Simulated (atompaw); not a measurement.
What the settings do to the PAW (atompaw) potential of neodymium

Base potential:

```
Element                 : Nd (Z = 60)
Generator               : atompaw 4.2.0.5
Type                    : PAW
Functional              : LDA (PW92)
Relativity              : scalar-relativistic
Frozen core             : [Kr] 4d10
Valence charge          : 14
Reference configuration : 4f4 5s2 5p6 5d0 6s2 6p0
Partial waves           : 5s (bound): rc 2.40 bohr; 6s (bound): rc 2.25 bohr; 5p (bound): rc 3.00 bohr; 6p (bound, empty): rc 3.00 bohr; 5d (bound, empty): rc 3.00 bohr; 5d channel at 0.9 Ry: rc 3.00 bohr; 4f (bound): rc 1.30 bohr; 4f channel at 0.35 Ry: rc 1.30 bohr
Local potential         : ultrasoft scheme with l = 4 at 0 Ry, radius 2.85 bohr
Core correction         : smooth core density matched at 2.15 bohr
Augmentation charge     : sinc compensation charge, radius 2.20 bohr; PAW radius 3.00 bohr; waves and projectors: custom polynom vanderbiltortho
```

Cutoffs, loose and tight: the cutoffs (Ry, on a coarse ladder) from which the occupation-weighted sum of valence levels, in a spherical-Bessel basis at the reference potential, stays within 10 and 1 mRy of its value at 400 Ry. They see the waves, projectors and local potential, not the compensation charge or the core. A dash means not determined.

A true bound ghost makes a file unfit for plane-wave use even where its test errors are small: the radial tests pick states by their node count and pass the ghost by.

```tsv
change	outcome	cutoff, loose	cutoff, tight	bound ghosts
base	generated	110 Ry	180 Ry	none
augmentation sinc compensation charge, radius 2.20 bohr; PAW radius 3.00 bohr; waves and projectors: custom rrkj vanderbiltortho	failed: atompaw: The overlap operator has at least one negative eigenvalue!	–	–	–
augmentation besselshape compensation charge, radius 2.20 bohr; PAW radius 3.00 bohr; waves and projectors: custom polynom vanderbiltortho	generated	110 Ry	180 Ry	none
core correction smooth core density matched at 1.56 bohr	generated	110 Ry	180 Ry	none
wave 4f (bound): rc 1.30 bohr becomes 4f (bound): rc 2.16 bohr	generated	25 Ry	45 Ry	none
augmentation sinc compensation charge, radius 2.08 bohr; PAW radius 3.00 bohr; waves and projectors: custom polynom vanderbiltortho	generated	110 Ry	180 Ry	none
wave 5d channel at 0.9 Ry: rc 3.00 bohr becomes 5d channel at -0.18 Ry: rc 3.00 bohr	generated	110 Ry	180 Ry	none
wave 6p (bound): rc 3.00 bohr becomes 6p (bound): rc 2.88 bohr	generated	110 Ry	180 Ry	none
waves 5s (bound); 6s (bound); 5p (bound); 6p (bound); 5d (bound); 5d channel at 0.9 Ry; 4f (bound); 4f channel at 0.35 Ry; augmentation sinc compensation charge, radius 2.20 bohr; PAW radius 3.00 bohr; waves and projectors: bloechl	generated	25 Ry	35 Ry	none
augmentation sinc compensation charge, radius 2.20 bohr; PAW radius 3.00 bohr; waves and projectors: custom rrkj gramschmidtortho	failed: atompaw: The overlap operator has at least one negative eigenvalue!	–	–	–
```

Question: What comes out with this change to the base: all radii scaled by about 1.07 (s 2.56, p 3.22, d 3.22, f 1.40 bohr); local potential ultrasoft scheme with l = 4 at 0 Ry, radius 3.06 bohr; augmentation sinc compensation charge, radius 2.36 bohr; PAW radius 3.22 bohr; waves and projectors: custom polynom vanderbiltortho; core correction smooth core density matched at 2.30 bohr?

Answer: outcome: generated; cutoff, loose: 90 Ry; cutoff, tight: 160 Ry; bound ghosts: none.

Question: What comes out with this change to the base: local potential ultrasoft scheme with l = 4 at 0 Ry, radius 1.28 bohr?

Answer: outcome: generated; cutoff, loose: 110 Ry; cutoff, tight: 180 Ry; bound ghosts: s.
